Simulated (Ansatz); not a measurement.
A nudged elastic band was laid between two geometries of ClH + ClHZn (5 atoms, charge 0, multiplicity 1).

Method: RHF/def2-SVP in Ansatz.

```yaml
movable_images: 7
climbing_image: yes
spring: 5.0 eV/Å²
optimiser: quadratic models (default)
start_path: through a guess of the saddle point
force_threshold: 0.05 eV/Å
iteration_limit: 60
end_points: relaxed
```

First end point:

```xyz
5
Properties=species:S:1:pos:R:3
Zn 0.565 -1.035 0.211
H 0.872 -0.453 1.632
Cl 0.322 -2.125 -1.631
H -0.803 2.122 0.442
Cl -0.956 1.491 -0.654
```

Last end point:

```xyz
5
Properties=species:S:1:pos:R:3
Zn -0.252 -0.474 -1.143
H 0.579 0.445 1.928
Cl 0.676 -2.391 -1.074
H 0.192 0.987 1.589
Cl -1.195 1.433 -1.301
```

(1) Which bonds break or form, and what moves?

(2) What energy profile does the band end with?

(3) What is the geometry of the highest image?

(4) What are the harmonic wavenumbers there?

## Answers

(1) Bonds broken: Zn1–H2, H4–Cl5. Bonds formed: Zn1–Cl5, H2–H4. ClH + ClHZn becomes Cl2Zn + H2.

(2) The forces met the threshold. The highest image is number 4 of 0 to 8, 21.7 kcal/mol above the first end and 44.4 kcal/mol above the last; the last end lies 22.7 kcal/mol below the first. A vibrational analysis at the climbing image gives one clearly imaginary mode, 1546i cm⁻¹: a first-order saddle point. The orbitals stay closed-shell, which can raise the energy where a bond breaks towards radicals; this wasn't checked here.

```json
{"image": "0", "path coordinate (Å)": "0.00", "energy (kcal/mol)": "0.0", "Zn1–H2 (Å)": "1.57", "H4–Cl5 (Å)": "1.27", "Zn1–Cl5 (Å)": "3.07"}
{"image": "1", "path coordinate (Å)": "0.47", "energy (kcal/mol)": "0.6", "Zn1–H2 (Å)": "1.57", "H4–Cl5 (Å)": "1.27", "Zn1–Cl5 (Å)": "3.07"}
{"image": "2", "path coordinate (Å)": "0.94", "energy (kcal/mol)": "2.6", "Zn1–H2 (Å)": "1.57", "H4–Cl5 (Å)": "1.28", "Zn1–Cl5 (Å)": "3.04"}
{"image": "3", "path coordinate (Å)": "1.40", "energy (kcal/mol)": "9.1", "Zn1–H2 (Å)": "1.60", "H4–Cl5 (Å)": "1.30", "Zn1–Cl5 (Å)": "2.78"}
{"image": "4", "path coordinate (Å)": "1.87", "energy (kcal/mol)": "21.7", "Zn1–H2 (Å)": "1.72", "H4–Cl5 (Å)": "1.53", "Zn1–Cl5 (Å)": "2.49"}
{"image": "5", "path coordinate (Å)": "2.38", "energy (kcal/mol)": "-1.8", "Zn1–H2 (Å)": "1.98", "H4–Cl5 (Å)": "2.02", "Zn1–Cl5 (Å)": "2.27"}
{"image": "6", "path coordinate (Å)": "2.88", "energy (kcal/mol)": "-17.6", "Zn1–H2 (Å)": "2.36", "H4–Cl5 (Å)": "2.46", "Zn1–Cl5 (Å)": "2.16"}
{"image": "7", "path coordinate (Å)": "3.39", "energy (kcal/mol)": "-22.2", "Zn1–H2 (Å)": "2.79", "H4–Cl5 (Å)": "2.90", "Zn1–Cl5 (Å)": "2.14"}
{"image": "8", "path coordinate (Å)": "3.89", "energy (kcal/mol)": "-22.7", "Zn1–H2 (Å)": "3.31", "H4–Cl5 (Å)": "3.24", "Zn1–Cl5 (Å)": "2.13"}
```

(3) 
```xyz
5
Properties=species:S:1:pos:R:3
Zn 0.229 -0.583 -0.173
H 0.450 0.321 1.271
Cl 0.552 -2.321 -1.379
H -0.197 1.041 0.730
Cl -1.034 1.543 -0.449
```

(4) 1546i, 99, 205, 261, 427, 1064, 1104, 1428, 1711 cm⁻¹.

Run time: 65 s on 1 thread of Arm Neoverse V1, with other jobs on the host, peak memory 0.17 GiB.
